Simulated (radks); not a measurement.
Valence configurations of the nickel ion Ni+ (all share [Ar]). Method: scalar-relativistic Kohn-Sham, PBE, spin-unpolarised, spherical densities, point nucleus; computed with a radial shooting solver on a logarithmic mesh with Libxc functionals. Energies are relative to 3d9; eigenvalues in eV.

| valence | E (eV) | e(3d) | e(4p) | e(4s) |
|---|---|---|---|---|
| 3d9 | 0.000 | -12.963 | - | - |
| 3d8.5 4s0.5 | 1.088 | -15.293 | - | -12.330 |
| 3d8 4s1 | 3.004 | -17.925 | - | -13.184 |
| 3d8 4p1 | 8.689 | -19.520 | -8.405 | - |
| 3d7 4p2 | 22.572 | -27.022 | -10.213 | - |
| 3d6.5 4p2.5 | 31.763 | -31.064 | -11.076 | - |
| 3d6 4s1 4p2 | 35.368 | -33.925 | -11.314 | -18.475 |
| 3d6 4p3 | 42.592 | -35.278 | -11.917 | - |

NIST lists [Ar] 3d9 as the ground configuration; this level of theory agrees among the configurations tried. The energies are those of spherical spin-averaged densities, not of single terms.
